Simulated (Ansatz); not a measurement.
GeH2MeI (CH5GeI), relaxed as a singlet with RKS PBE0-D4/def2-SVP in Ansatz, starting from the GFN2-xTB geometry. Force threshold 0.02 eV/Å.

In the def2 sets I takes a core potential; there is no spin–orbit coupling.

Start:

```xyz
8

Ge    0.763    0.447    0.034
H     0.712    1.940   -0.173
H     1.929   -0.107   -0.747
C    -0.938   -0.463   -0.337
H    -1.248   -0.302   -1.365
H    -1.720   -0.089    0.322
H    -0.839   -1.535   -0.171
I     1.342    0.110    2.436
```

(1) Estimate the energy that the relaxation releases and the steps that it takes.

(2) Does the start keep its bonding and symmetry?

(3) Predict the relaxed structure.

Results:

(1) 0.04 eV, in 5 steps; 10 s on 4 threads of Arm Neoverse V2 on a shared host. No frequencies were taken in this run, so the end may be a saddle point.

(2) By distances, no bond broke or formed. The bond that changes most is Ge1–I8, from 2.49 to 2.53 Å (atoms count from 1).

(3) 
```csv
atom,x (Å),y (Å),z (Å)
Ge1,0.756,0.444,0.031
H2,0.663,1.965,-0.176
H3,1.922,-0.140,-0.786
C4,-0.927,-0.458,-0.331
H5,-1.215,-0.300,-1.382
H6,-1.715,-0.059,0.322
H7,-0.822,-1.536,-0.146
I8,1.339,0.085,2.468
```
Bond lengths: 1 × Ge–I 2.53 Å; 1 × C–Ge 1.94 Å; 3 × C–H 1.10 Å; 2 × Ge–H 1.54 Å.
